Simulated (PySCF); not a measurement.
Sn(OH)3(OMe), CH₆O₄Sn, SMILES [OH][Sn]([OH])([O]C)[OH] (PBE0/def2-SVP optimised geometry):

```
12

C     -2.455    -1.837    -2.173
O     -1.137    -1.886    -1.686
Sn    -0.630    -1.010     0.000
O     -1.215    -1.891     1.660
O      1.335    -1.010     0.000
O     -1.488     0.759     0.000
H     -3.133    -2.511    -1.616
H     -2.444    -2.170    -3.224
H     -2.887    -0.820    -2.146
H     -0.589    -2.573     1.933
H      1.677    -1.052    -0.902
H     -1.677     1.052     0.900
```

Computed with PBE0/def2-TZVP, def2 effective core potentials past Kr (PySCF 2.14.0).

Task: What are the frontier orbital energies and the dipole moment?

Result: HOMO-2 -9.11 eV, HOMO-1 -8.55 eV, HOMO -8.13 eV, LUMO -1.80 eV, LUMO+1 0.66 eV; dipole moment 0.60 D.

On the same geometry PBE/def2-TZVP, def2 effective core potentials past Kr in PySCF gives HOMO-2 -7.33 eV, HOMO-1 -7.02 eV, HOMO -6.50 eV, LUMO -2.78 eV, LUMO+1 -0.16 eV; dipole moment 0.58 D.
